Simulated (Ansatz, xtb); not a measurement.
Spectroscopic constants of GaW, multiplicity 6 (lowest of 2S+1 = 2, 4, 6, 8 at PBE0/def2-TZVPP; our sources give no spin for the ground state, which may be another). No spin–orbit coupling. Ga is treated without relativity.

The constants come from a fifth-degree fit in 1/R (seven points, main isotopes). In def2 and cc sets the state is the lowest found near the PBE0 minimum, followed along R.

The values were computed with Ansatz (Gaussian orbitals); xtb for the GFN methods. Values without a source in brackets are computed. In def2 rows elements past Kr take small-core potentials, without spin–orbit coupling. The GFN methods have no spin term and hold the electronic entropy of 300 K.

```json
[
 {"level": "GFN1-xTB", "r_e (Å)": "2.575", "ω_e (cm⁻¹)": "229", "B_e (cm⁻¹)": "0.0507", "ω_e x_e (cm⁻¹)": "1.8", "dipole (D)": "-"},
 {"level": "SVWN5/def2-TZVPP", "r_e (Å)": "2.588", "ω_e (cm⁻¹)": "199", "B_e (cm⁻¹)": "0.0502", "ω_e x_e (cm⁻¹)": "0.52", "dipole (D)": "0.10"},
 {"level": "PBE/def2-TZVPP", "r_e (Å)": "2.645", "ω_e (cm⁻¹)": "184", "B_e (cm⁻¹)": "0.0481", "ω_e x_e (cm⁻¹)": "0.50", "dipole (D)": "0.11"},
 {"level": "r2SCAN/def2-TZVPP", "r_e (Å)": "2.628", "ω_e (cm⁻¹)": "182", "B_e (cm⁻¹)": "0.0487", "ω_e x_e (cm⁻¹)": "0.59", "dipole (D)": "0.73"},
 {"level": "B97M-V/def2-TZVPP", "r_e (Å)": "2.683", "ω_e (cm⁻¹)": "172", "B_e (cm⁻¹)": "0.0467", "ω_e x_e (cm⁻¹)": "0.51", "dipole (D)": "0.25"},
 {"level": "B3LYP/def2-TZVPP", "r_e (Å)": "2.657", "ω_e (cm⁻¹)": "181", "B_e (cm⁻¹)": "0.0476", "ω_e x_e (cm⁻¹)": "0.48", "dipole (D)": "0.16"},
 {"level": "PBE0/def2-TZVPP", "r_e (Å)": "2.639", "ω_e (cm⁻¹)": "183", "B_e (cm⁻¹)": "0.0483", "ω_e x_e (cm⁻¹)": "0.53", "dipole (D)": "0.50"},
 {"level": "BHLYP/def2-TZVPP", "r_e (Å)": "2.656", "ω_e (cm⁻¹)": "178", "B_e (cm⁻¹)": "0.0477", "ω_e x_e (cm⁻¹)": "0.51", "dipole (D)": "0.17"},
 {"level": "CAM-B3LYP/def2-TZVPP", "r_e (Å)": "2.627", "ω_e (cm⁻¹)": "187", "B_e (cm⁻¹)": "0.0487", "ω_e x_e (cm⁻¹)": "0.51", "dipole (D)": "0.17"},
 {"level": "wB97X-V/def2-TZVPP", "r_e (Å)": "2.622", "ω_e (cm⁻¹)": "189", "B_e (cm⁻¹)": "0.0489", "ω_e x_e (cm⁻¹)": "0.51", "dipole (D)": "0.41"},
 {"level": "wB97M-V/def2-TZVPP", "r_e (Å)": "2.630", "ω_e (cm⁻¹)": "187", "B_e (cm⁻¹)": "0.0486", "ω_e x_e (cm⁻¹)": "0.48", "dipole (D)": "0.02"},
 {"level": "B2PLYP/def2-TZVPP", "r_e (Å)": "2.614", "ω_e (cm⁻¹)": "203", "B_e (cm⁻¹)": "0.0492", "ω_e x_e (cm⁻¹)": "0.50", "dipole (D)": "-"}
]
```

Correlated levels freeze the inner cores; with def2 sets outer-core shells near the valence are correlated too.

Ansatz is a program for electronic structure.
